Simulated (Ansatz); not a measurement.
Reaction (ligand exchange at the In–N bond): `C[N](C)[In]([F])[SH]` + silanol → `[F][In]([SH])[O][SiH3]` + dimethylamine

Calculated with Ansatz (gas phase, PBE0-D4/def2-TZVP geometries, no zero-point term in ΔE). CCSD(T)/CBS is the MP2 limit (def2-TZVPP, def2-QZVPP) plus CCSD(T) − MP2 in def2-TZVPP, frozen cores. Functionals use def2-TZVPP. B3LYP here is the variant with VWN-RPA as its local correlation; programs differ in this. Elements past krypton have def2 core potentials. For In outer-core shells are correlated without core-valence functions, which leaves a few kJ/mol of doubt a bond. One conformer a species, not always the lowest.

(1) Is it downhill or uphill in electronic energy at CCSD(T)/CBS, and by how much? (An estimate is asked.)

(2) What do these levels give: PBE-D4, PBE0-D4, B3LYP-D4, ωB97X-V, ωB97M-V, r2SCAN, PBE0, HF/def2-TZVPP, SCS-MP2/def2-TZVPP, MP2/def2-QZVPP, SCS-MP2/def2-QZVPP, HF/CBS(def2)? (Estimate.)

Largest T1 diagnostic among the species: 0.015.

Results:

(1) Ansatz gave: Downhill: ΔE = -30.0 kJ/mol.

(2) The calculation gave: PBE-D4 -28.3, PBE0-D4 -30.8, B3LYP-D4 -33.3, ωB97X-V -35.0, ωB97M-V -33.4, r2SCAN -34.4, PBE0 -33.5, HF/def2-TZVPP -53.1, SCS-MP2/def2-TZVPP -32.2, MP2/def2-QZVPP -26.4, SCS-MP2/def2-QZVPP -32.2, HF/CBS(def2) -54.6 kJ/mol.

The D4 term adds +4.7 kJ/mol with B3LYP and +2.6 kJ/mol with PBE0; it sums over pairs of atoms, weighted by their polarisabilities, and B3LYP, whose exchange is more repulsive, gets the larger term. In def2-TZVPP, CCSD(T) changes the Hartree–Fock value by +22.3 kJ/mol (the triples alone add +2.6 kJ/mol) and MP2 by +26.7 kJ/mol.
